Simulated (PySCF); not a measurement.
Below is a simulated gas-phase N 1s photoelectron spectrum of `C=C[Si@@H](N)C#N`.

Every computed line was given a Gaussian of 0.7 eV full width at half maximum and an area set by the number of equivalent atoms; the highest printed point is 100. Level of theory: delta-SCF UKS SCAN, pcX-2 on the ionised atom, pcseg-1 elsewhere, spin-free X2C in PySCF.

binding energy (eV), intensity and a bar:
```
    403.9          0 
    404.0          1 
    404.1          2 #
    404.2          5 #
    404.3         10 ###
    404.4         19 ######
    404.5         32 #########
    404.6         47 ##############
    404.7         64 ###################
    404.8         81 ########################
    404.9         93 ############################
    405.0        100 ##############################
    405.1        100 ##############################
    405.2         93 ############################
    405.3         80 ########################
    405.4         64 ###################
    405.5         47 ##############
    405.6         31 #########
    405.7         19 ######
    405.8         10 ###
    405.9          5 #
    406.0          2 #
    406.1          1 
    406.2          0
```

How many maxima does the curve show, and how many computed lines lie under it?

The curve has 1 maximum (at 405.0 eV). Under it lie 2 lines from 2 inequivalent nitrogen sites. At this width some lines have no maximum of their own.

Decompose the envelope and assign each component. Numbering: `[CH2:1]=[CH:2][Si@@H:3]([NH2:4])[C:5]#[N:6]`.

```csv
position (eV),relative area,line,atoms,environment
404.87,1,N 1s,N6,cyano nitrogen
405.23,1,N 1s,N4,silicon-bound nitrogen
```

What are the centre and the root-mean-square width of the whole band?

The area-weighted mean of the lines is 405.05 eV. Their own spread about it is 0.18 eV (rms) and each Gaussian has σ = 0.7/2.355 = 0.30 eV; the variances add, which gives 0.35 eV.

Above which line width would these two lines show one maximum?

Two equal Gaussians merge once their distance is under 2σ = FWHM/1.177. With 0.37 eV between them that is a full width over 0.44 eV.

The listed N 1s values span 0.36 eV, from N6 (bonded to C (triple bond)) to N4 (bonded to 2 H and Si). Summing the Pauling electronegativity differences to the bonded atoms, each weighted by its formal bond order, gives -1.47 for the lowest site and -2.82 for the highest; the largest sum, -1.47, belongs to N6, 0.36 eV below the top. The smallest sum, -2.82, belongs to N4, 0.36 eV above the lowest.

Shake-up satellites, vibrational structure and lifetime widths aren't simulated. The structure is a single GFN2-xTB conformer in the gas phase; no vibrational or solvent corrections.

Shape of the structure used: `[CH2:1]=[CH:2][Si@@H:3]([NH2:4])[C:5]#[N:6]`: C1–C2–Si3–N4 17°, H–N4–Si3–C2 -175°, H–N4–Si3–C2 43°.
